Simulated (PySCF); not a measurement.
Cu(OH) (CuHO), SMILES [OH][Cu], multiplicity 1.

Geometry optimised at r2SCAN-D4/def2-TZVP. The spin state was assumed, not searched.

These are TDA-PBE/def2-TZVPD in PySCF values and carry that method's errors.

Vertical excitations. Isolated molecule, no solvent. State labels are in the subgroup Cs.

Computed UV-visible absorptions:
```csv
state,symmetry,energy (eV),λ (nm),f,main pairs
S1,A",1.88,661,0.009,HOMO→LUMO 100 %
S2,A',2.65,467,0.014,"HOMO−2→LUMO 69 %, HOMO−1→LUMO 24 %"
S3,A',2.74,453,0.002,"HOMO−4→LUMO 77 %, HOMO−2→LUMO 15 %"
S4,A",2.75,451,0.000,HOMO−3→LUMO 100 %
S5,A',2.87,432,0.024,"HOMO−1→LUMO 61 %, HOMO−4→LUMO 19 %, HOMO−2→LUMO 15 %"
S6,A",3.81,325,0.000,HOMO−5→LUMO 100 %
S7,A",4.75,261,0.001,HOMO→LUMO+1 100 %
S8,A',5.06,245,0.007,"HOMO→LUMO+2 62 %, HOMO−6→LUMO 26 %"
S9,A',5.33,233,0.088,HOMO−1→LUMO+1 76 %
S10,A",5.46,227,0.008,"HOMO→LUMO+3 63 %, HOMO−1→LUMO+2 29 %"
T1,A",1.40,888,0,HOMO→LUMO 100 %
T2,A',1.63,763,0,HOMO−1→LUMO 100 %
T3,A',2.18,568,0,HOMO−2→LUMO 98 %
T4,A",2.36,526,0,HOMO−3→LUMO 100 %
```
Triplets are in the Tamm–Dancoff approximation.
